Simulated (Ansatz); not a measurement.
Compare A (`CB[SiH](O)[SiH3]`) with its isomer B (`B[SiH2]OC[SiH3]`).

Computed with Ansatz on PBE0-D4/def2-TZVP structures; ΔE is electronic, products minus reactants. CCSD(T)/CBS adds triple-zeta CCSD(T) − MP2 to the extrapolated MP2 energy (def2 sets, frozen cores). DFT in def2-TZVPP. B3LYP here is the variant with VWN-RPA as its local correlation; programs differ in this. One conformer a species, not always the lowest.

Question: Which isomer does CCSD(T)/CBS put lower? Give the gap. (Best estimate.)

Answer: Computed: A, by 124.0 kJ/mol.

Question: Give E(B) − E(A) in kJ/mol with MP2/def2-TZVPP, PBE0-D4, B2PLYP, r2SCAN-D4, CCSD/def2-TZVPP, B3LYP, HF/def2-TZVPP. (Estimate.)

Answer: The calculation gave: MP2/def2-TZVPP 122.6, PBE0-D4 138.2, B2PLYP 119.6, r2SCAN-D4 135.7, CCSD/def2-TZVPP 117.6, B3LYP 120.4, HF/def2-TZVPP 96.3. None reverses the order clearly.

Largest T1 diagnostic: 0.013.

From PBE to PBE0 (25 % exact exchange), in def2-TZVPP and without D4, E(B) − E(A) moves by −4.2 kJ/mol. In def2-TZVPP, CCSD(T) changes the Hartree–Fock value by +24.4 kJ/mol (the triples alone add +3.1 kJ/mol) and MP2 by +26.3 kJ/mol.
